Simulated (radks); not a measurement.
The numbers below are computed, except where a source is named.
These are the eigenvalues of the occupied orbitals of an atom or ion with whole-number occupations (Ry). Code: a radial shooting solver on a logarithmic mesh with Libxc functionals. Model: scalar-relativistic Kohn-Sham, r2SCAN, spin-polarised, spherical densities, finite nucleus; meta-GGA in the generalised Kohn-Sham scheme; Fermi nuclear charge, rms radius of each element as measured or else 0.836 A^(1/3) + 0.57 fm.

1s up: -7308.795
1s down: -7302.233
2s up: -1774.096
2s down: -1763.885
2p up: -1609.255

Which element is it, and in what charge state? The configuration may be excited. Open shells, if any, are filled with parallel spins first.

Answer. Z = 83, bismuth, charge +76: Bi76+ in [He] 2s2 2p3. The list shows which subshells hold electrons but not how many an open one holds; the 1s level, -3654.4 hartree, gives Z - s = 85.5 by -(Z - s)^2/2, which with screening and relativity narrows Z to a few neighbours, and the depths of the outer levels then fix element, charge and occupations together.
